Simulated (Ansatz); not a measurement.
Geometry optimisation, RKS PBE0-D4/6-31G* (Ansatz 0.2.0).

input.yaml

```yaml
crystal:
  periodic: [false, false, false]
  atoms:
    - { symbol: B, position_ang: [0.0, 0.0, 0.0] }
    - { symbol: H, position_ang: [0.0, 0.0, 1.54] }
    - { symbol: O, position_ang: [1.2211, 0.0, -0.705] }
    - { symbol: H, position_ang: [1.5209, -0.9519, -0.8599] }
    - { symbol: O, position_ang: [-1.2211, 0.0, -0.705] }
    - { symbol: H, position_ang: [-1.7308, -0.8467, -0.4965] }
    - { symbol: Cl, position_ang: [0.0968, 2.0475, 0.6811] }
    - { symbol: H, position_ang: [0.0414, 0.8758, 1.6586] }
basis:
  gaussian: { orbitals: "6-31G*" }
hamiltonian:
  xc: pbe0
  dispersion: d4
relax:
  f_tol: 0.15
  max_steps: 25
  restrain:
    - { distance: [0, 6], at: 3.06, k: 30.0 }
    - { distance: [7, 1], at: 1.86, k: 30.0 }
    - { distance: [0, 1], at: 1.19, k: 30.0 }
    - { distance: [7, 6], at: 1.37, k: 30.0 }
```

Launched with:

```bash
$ ansatz run input.yaml --threads 1 --pin off --max-ram 2048MiB --backend cpu --events-out ev --progress --plain --runs-dir out
```

Problem. Where does it end, and by what steps?

Solution. It converged. The restraints hold the end off the free minimum. After 9 steps the energy has fallen by 2.863 eV (the restraints' own energy left out); H2 moved furthest, 0.79 Å. Joined: B1–H2 (1.54 → 1.20 Å).

| step | energy less start (eV) | largest force component (eV/Å) | accepted |
| --- | --- | --- | --- |
| 0 | 0.0000 | 3.274 | yes |
| 1 | -0.7581 | 1.952 | yes |
| 2 | -1.4270 | 2.452 | yes |
| 3 | -1.8978 | 2.305 | yes |
| 4 | -2.1863 | 2.041 | yes |
| 5 | -2.3986 | 1.436 | yes |
| 6 | -2.5326 | 1.816 | yes |
| 7 | -2.7627 | 1.180 | yes |
| 8 | -2.8583 | 1.155 | yes |
| 9 | -2.8627 | 1.163 | yes |

```xyz
8
Properties=species:S:1:pos:R:3
B -0.050 -0.412 -0.156
H 0.013 -0.604 1.028
O 1.074 -0.348 -0.910
H 1.875 -0.450 -0.384
O -1.241 -0.314 -0.794
H -1.988 -0.360 -0.189
Cl 0.076 2.423 1.014
H 0.169 1.189 1.504
```

Run time: 43 s on 1 thread of AMD EPYC 7R43 64-Core Processor (Zen 3), on a shared host, peak memory 0.15 GiB.
